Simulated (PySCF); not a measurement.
**Atomic charges against the basis set**

C3H5NOSi.
SMILES with atom numbers: `[CH2:1]=[CH:2][O:3][SiH2:4][C:5]#[N:6]` (hydrogens: H7, H8 on C1; H9 on C2; H10, H11 on Si4)

Cartesian coordinates in Å at the PBE0-D3(BJ)/def2-SVP level; atoms count from 1:
```
atom  x, y, z in Å
C1     2.281   -0.055    0.209
C2     1.035    0.259   -0.133
O3    -0.048   -0.310    0.461
Si4   -1.608   -0.392   -0.093
C5    -2.097    1.290   -0.728
N6    -2.390    2.337   -1.132
H7     2.486   -0.803    0.978
H8     3.116    0.448   -0.280
H9     0.812    1.016   -0.896
H10   -2.472   -0.732    1.059
H11   -1.760   -1.333   -1.233
```

PBE0 throughout (PySCF), one geometry, spherical d and f functions. Geometry: PBE0-D3(BJ)/def2-SVP, one conformer, isolated molecule. The first 7 of 10 kinds of atom are listed.

Mulliken charges (e):

| basis | functions | C1 | C2 | O3 | Si4 | C5 | N6 | H7 |
| --- | --- | --- | --- | --- | --- | --- | --- | --- |
| STO-3G | 39 | -0.206 | +0.010 | -0.342 | +0.803 | -0.142 | -0.190 | +0.083 |
| 6-31G | 68 | -0.378 | +0.161 | -0.740 | +1.009 | -0.140 | -0.262 | +0.177 |
| pcSseg-0 | 68 | -0.462 | +0.102 | -0.833 | +1.237 | -0.281 | -0.368 | +0.235 |
| 6-31G* | 98 | -0.438 | +0.137 | -0.554 | +0.689 | -0.024 | -0.250 | +0.187 |
| def2-SVP | 113 | -0.115 | +0.117 | -0.436 | +0.691 | -0.277 | -0.048 | +0.062 |
| cc-pVDZ | 113 | -0.076 | +0.078 | -0.369 | +0.560 | -0.170 | -0.101 | +0.050 |
| aug-cc-pVDZ | 187 | +0.340 | +1.225 | -0.935 | +0.391 | +0.026 | -0.338 | -0.427 |
| 6-311+G(2d,p) | 200 | -0.444 | +0.159 | -0.538 | +0.893 | -0.161 | -0.225 | +0.124 |
| def2-TZVP | 222 | -0.307 | +0.021 | -0.292 | +0.422 | -0.237 | -0.022 | +0.136 |
| cc-pVTZ | 254 | -0.307 | +0.063 | -0.250 | +0.413 | -0.207 | -0.047 | +0.126 |
| IGLO-III | 269 | -0.274 | +0.079 | -0.461 | +0.992 | -0.064 | -0.299 | +0.111 |

IAO charges (e):

| basis | functions | C1 | C2 | O3 | Si4 | C5 | N6 | H7 |
| --- | --- | --- | --- | --- | --- | --- | --- | --- |
| STO-3G | 39 | -0.325 | -0.026 | -0.409 | +0.906 | -0.203 | -0.140 | +0.137 |
| 6-31G | 68 | -0.358 | +0.034 | -0.541 | +0.862 | -0.167 | -0.162 | +0.167 |
| pcSseg-0 | 68 | -0.354 | +0.041 | -0.538 | +0.885 | -0.176 | -0.163 | +0.161 |
| 6-31G* | 98 | -0.358 | +0.062 | -0.575 | +0.993 | -0.186 | -0.171 | +0.159 |
| def2-SVP | 113 | -0.355 | +0.062 | -0.568 | +0.995 | -0.190 | -0.163 | +0.155 |
| cc-pVDZ | 113 | -0.366 | +0.062 | -0.569 | +0.980 | -0.188 | -0.165 | +0.159 |
| aug-cc-pVDZ | 187 | -0.377 | +0.059 | -0.578 | +0.986 | -0.177 | -0.180 | +0.163 |
| 6-311+G(2d,p) | 200 | -0.375 | +0.058 | -0.587 | +1.019 | -0.184 | -0.180 | +0.164 |
| def2-TZVP | 222 | -0.376 | +0.062 | -0.590 | +1.032 | -0.188 | -0.178 | +0.163 |
| cc-pVTZ | 254 | -0.377 | +0.062 | -0.585 | +1.017 | -0.187 | -0.175 | +0.163 |
| IGLO-III | 269 | -0.378 | +0.059 | -0.589 | +1.029 | -0.186 | -0.180 | +0.164 |

Hirshfeld charges (e):

```tsv
basis	functions	C1	C2	O3	Si4	C5	N6	H7
STO-3G	39	-0.106	+0.035	-0.188	+0.545	-0.081	-0.167	+0.028
6-31G	68	-0.123	+0.029	-0.229	+0.471	-0.050	-0.167	+0.054
pcSseg-0	68	-0.124	+0.026	-0.209	+0.487	-0.048	-0.168	+0.048
6-31G*	98	-0.125	+0.032	-0.198	+0.447	-0.035	-0.178	+0.052
def2-SVP	113	-0.130	+0.027	-0.182	+0.459	-0.035	-0.176	+0.049
cc-pVDZ	113	-0.129	+0.026	-0.178	+0.455	-0.041	-0.171	+0.049
aug-cc-pVDZ	187	-0.134	+0.025	-0.205	+0.475	-0.038	-0.185	+0.054
6-311+G(2d,p)	200	-0.129	+0.023	-0.206	+0.475	-0.037	-0.187	+0.054
def2-TZVP	222	-0.132	+0.026	-0.198	+0.465	-0.034	-0.184	+0.053
cc-pVTZ	254	-0.133	+0.026	-0.193	+0.463	-0.035	-0.182	+0.052
IGLO-III	269	-0.133	+0.024	-0.198	+0.466	-0.033	-0.189	+0.053
```

ESP-fitted charges (e):

```tsv
basis	functions	C1	C2	O3	Si4	C5	N6	H7
STO-3G	39	-0.408	+0.096	-0.223	+0.492	+0.162	-0.351	+0.141
6-31G	68	-0.558	+0.146	-0.414	+0.581	+0.174	-0.367	+0.230
pcSseg-0	68	-0.589	+0.120	-0.403	+0.704	+0.137	-0.369	+0.240
6-31G*	98	-0.550	+0.071	-0.258	+0.452	+0.149	-0.343	+0.227
def2-SVP	113	-0.524	+0.070	-0.253	+0.467	+0.144	-0.338	+0.214
cc-pVDZ	113	-0.528	+0.053	-0.224	+0.411	+0.137	-0.328	+0.216
aug-cc-pVDZ	187	-0.573	+0.049	-0.205	+0.383	+0.185	-0.369	+0.238
6-311+G(2d,p)	200	-0.588	+0.038	-0.210	+0.397	+0.170	-0.362	+0.246
def2-TZVP	222	-0.584	+0.046	-0.202	+0.396	+0.172	-0.361	+0.240
cc-pVTZ	254	-0.563	+0.043	-0.205	+0.409	+0.160	-0.352	+0.232
IGLO-III	269	-0.573	+0.041	-0.202	+0.390	+0.174	-0.363	+0.238
```

Question: Which scheme is steadiest as the basis changes?

Answer: Largest range over the bases for any column: Hirshfeld 0.10 e, IAO 0.18 e, ESP-fitted 0.32 e, Mulliken 1.22 e. Hirshfeld charges move least and Mulliken charges most, counted in e. Without the minimal STO-3G basis the ranges are Hirshfeld 0.05, IAO 0.17, ESP-fitted 0.32, Mulliken 1.20 e.

Question: How much do the charges still move between the two largest bases, cc-pVTZ and IGLO-III?

Answer: At most, over all atoms: Mulliken 0.579 e, IAO 0.012 e, Hirshfeld 0.007 e, ESP-fitted 0.019 e.

Question: What do the same runs give for the total energy, the frontier levels and the dipole moment?

Answer: 
```json
{"basis": "STO-3G", "energy (Eh)": "-529.8477", "HOMO (eV)": "-4.33", "LUMO (eV)": "3.45", "μ (D)": "2.68"}
{"basis": "6-31G", "energy (Eh)": "-536.2275", "HOMO (eV)": "-6.99", "LUMO (eV)": "-0.96", "μ (D)": "2.44"}
{"basis": "pcSseg-0", "energy (Eh)": "-535.4596", "HOMO (eV)": "-7.25", "LUMO (eV)": "-1.14", "μ (D)": "2.53"}
{"basis": "6-31G*", "energy (Eh)": "-536.3491", "HOMO (eV)": "-7.06", "LUMO (eV)": "-0.93", "μ (D)": "2.54"}
{"basis": "def2-SVP", "energy (Eh)": "-536.0973", "HOMO (eV)": "-7.26", "LUMO (eV)": "-1.01", "μ (D)": "2.50"}
{"basis": "cc-pVDZ", "energy (Eh)": "-536.3813", "HOMO (eV)": "-7.17", "LUMO (eV)": "-0.96", "μ (D)": "2.51"}
{"basis": "aug-cc-pVDZ", "energy (Eh)": "-536.3997", "HOMO (eV)": "-7.34", "LUMO (eV)": "-1.27", "μ (D)": "2.79"}
{"basis": "6-311+G(2d,p)", "energy (Eh)": "-536.4586", "HOMO (eV)": "-7.37", "LUMO (eV)": "-1.35", "μ (D)": "2.77"}
{"basis": "def2-TZVP", "energy (Eh)": "-536.4851", "HOMO (eV)": "-7.36", "LUMO (eV)": "-1.27", "μ (D)": "2.72"}
{"basis": "cc-pVTZ", "energy (Eh)": "-536.4761", "HOMO (eV)": "-7.32", "LUMO (eV)": "-1.19", "μ (D)": "2.69"}
{"basis": "IGLO-III", "energy (Eh)": "-536.4880", "HOMO (eV)": "-7.37", "LUMO (eV)": "-1.27", "μ (D)": "2.77"}
```

The dipole is fixed by the density alone, so its range of 0.35 D shows that the density itself changes with the basis, not only its division among atoms.
